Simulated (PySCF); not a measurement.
C2H6ClFSi, SMILES F[C@@H](Cl)C[SiH3].

Coordinates come from a B3LYP-D3(BJ)/def2-SVP optimisation. The structure was generated by enumeration; whether it is a known compound was not checked. The values are those of a single conformer.

Two levels are set side by side: TDA-PBE/def2-SVPD (PySCF) and TDA-LC-ωPBE/def2-SVPD (PySCF). Vertical, same geometry. The lowest singlet is HOMO→LUMO 97 % with PBE and HOMO→LUMO+1 48 %, HOMO→LUMO+2 13 %, HOMO→LUMO+7 7 % with the other functional; states are paired by order. Differences are taken from unrounded values.

```tsv
quantity	TDA-LC-ωPBE	TDA-PBE	TDA-PBE minus TDA-LC-ωPBE
lowest singlet excitation (eV)	7.58	6.84	-0.74
lowest triplet excitation (TDA) (eV)	6.71	6.21	-0.51
```

A lower first singlet is the usual sign of a functional without exact exchange. Differences between two approximate levels are no errors against the true value.

Rough cost on one machine, each run with all the roots and properties that it gave: TDA-LC-ωPBE against TDA-PBE about 3 times.
